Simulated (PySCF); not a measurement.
This PySCF input asks for the NMR shieldings of `[SiH3]N[Si@@H](P)C1CC1`, C$_{3}$H$_{12}$NPSi$_{2}$; the geometry comes from GFN2-xTB.

```python
import basis_set_exchange as bse
import numpy as np
from pyscf import gto, dft
from pyscf.prop import nmr

atoms = """
Si    2.530592   -1.757712    0.536251
N     1.727938   -0.489298   -0.328965
Si    0.529757    0.631375    0.220077
P     0.071558    1.906354   -1.570351
C    -1.045691   -0.273273    0.723763
C    -2.205819   -0.337289   -0.230153
C    -2.303861    0.501574    0.997703
H     1.647391   -2.131269    1.635825
H     2.736703   -2.852511   -0.411900
H     3.818002   -1.286168    1.058798
H     2.085786   -0.318283   -1.255294
H     1.045457    1.387270    1.378648
H     1.144339    2.758859   -1.389093
H    -0.785128    2.754560   -0.897204
H    -0.896622   -1.152432    1.338017
H    -2.781598   -1.249393   -0.284146
H    -2.103569    0.169185   -1.181761
H    -2.947453    0.171901    1.800234
H    -2.277588    1.575802    0.882418
"""
names = dict.fromkeys(["Si", "N", "P", "C", "H"], "pcSseg-1")
basis = {el: gto.basis.parse(bse.get_basis(n, elements=[el], fmt="nwchem")) for el, n in names.items()}
mol = gto.M(atom=atoms, basis=basis, charge=0, verbose=0)
mf = dft.RKS(mol, xc="PBE0")
mf.grids.level = 2
mf.grids.alignment = dft.numint.BLKSIZE   # the property module wants whole blocks of grid points
mf.conv_tol = 1e-9
mf.kernel()

calc = nmr.RKS(mf)   # GIAO
C = mf.mo_coeff
Co = C[:, mf.mo_occ > 0]
resp = mf.gen_response(singlet=True, hermi=2)
def vind(x):   # induced exchange potential for any number of trial vectors
    d = np.einsum("pi,xij,qj->xpq", C, 2 * x.reshape(-1, C.shape[1], Co.shape[1]), Co, optimize=True)
    return np.einsum("xpq,pi,qj->xij", resp(d - d.transpose(0, 2, 1)), C, Co, optimize=True).ravel()
mo1, _ = nmr.rhf.solve_mo1(calc, with_cphf=vind)
sigma = calc.kernel(mo1)
for i, s in enumerate(sigma):   # ppm
    print("%2d %-2s %9.2f" % (i, mol.atom_pure_symbol(i), np.trace(s) / 3))
```

Question: What are the results?

Answer: 
```
 0 Si    407.51
 1 N     257.56
 2 Si    354.38
 3 P     629.48
 4 C     186.91
 5 C     182.87
 6 C     185.26
 7 H      26.96
 8 H      26.91
 9 H      26.85
10 H      32.15
11 H      26.00
12 H      30.93
13 H      31.23
14 H      31.46
15 H      31.05
16 H      31.36
17 H      31.15
18 H      31.84
```

These numbers come from an equivalent density-fitted implementation of the same equations, which agrees with the script to about 0.01 ppm for H and up to a few tenths of a ppm for heavy atoms, so last digits may differ.

Size and cost of the density-fitted run: 200 basis functions, 31 s wall time on 1 thread of an Arm Neoverse V1, shared host; peak memory 0.91 GiB.
